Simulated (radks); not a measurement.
The numbers below are computed, except where a source is named.
Problem. Valence configurations of Ho (all share [Xe]). Level of theory: Dirac Kohn-Sham, PBE, spin-unpolarised, spherical densities, finite nucleus; open shells fill j = l - 1/2 first; Fermi nuclear charge, rms radius 5.2022 fm (a radial shooting solver on a logarithmic mesh with Libxc functionals). Order these by energy: 4f11 6s2; 4f8.5 5d0.5 6s2 6p2; 4f9 6s2 6p2; 4f9.5 5d0.5 6s2 6p1; 4f10 6s2 6p1; 4f11 6s1.5 6p0.5; 4f11 6s1 6p1; 4f10 5d1 6s2.

Solution. From the lowest, in eV above it: 4f11 6s2 0.000; 4f11 6s1.5 6p0.5 1.258; 4f11 6s1 6p1 2.551; 4f10 5d1 6s2 3.830; 4f10 6s2 6p1 5.200; 4f9.5 5d0.5 6s2 6p1 9.587; 4f9 6s2 6p2 19.324; 4f8.5 5d0.5 6s2 6p2 27.243. NIST lists [Xe] 4f11 6s2 as the ground configuration; this level of theory agrees among the configurations tried. The energies are those of spherical spin-averaged densities, not of single terms. No valid solution was reached for [Xe] 4f11.5 6s1.5; [Xe] 4f13.
